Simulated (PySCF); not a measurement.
Si(H)3(OMe) (CH6OSi), SMILES CO[SiH3]. Heavy atoms are numbered as in [SiH3:1][O:2][CH3:3]. Hydrogens are named by the atom that carries them.

Coordinates come from a B3LYP-D3(BJ)/def2-TZVP optimisation.

Computed with HF/pcSseg-1 in PySCF.

GIAO shieldings, no solvent; atoms alike by connectivity are averaged. δ = σ(ref) − σ: ²⁹Si against TMS (σ = 393.8 ppm); ¹⁷O against H2O (σ = 333.0 ppm); ¹³C against TMS (σ = 192.6 ppm); ¹H against TMS (σ = 31.99 ppm), references at their B3LYP-D3(BJ)/def2-TZVP geometries, non-relativistic.

Computed chemical shifts:
```json
[
 {"nucleus": "²⁹Si", "atoms": "Si1 (SiH3)", "count": "1", "δ (ppm)": "-36.7"},
 {"nucleus": "¹⁷O", "atoms": "O2", "count": "1", "δ (ppm)": "-34.1"},
 {"nucleus": "¹³C", "atoms": "C3 (CH3)", "count": "1", "δ (ppm)": "50.7"},
 {"nucleus": "¹H", "atoms": "H on Si1", "count": "3", "δ (ppm)": "4.36"},
 {"nucleus": "¹H", "atoms": "H on C3", "count": "3", "δ (ppm)": "3.47"}
]
```
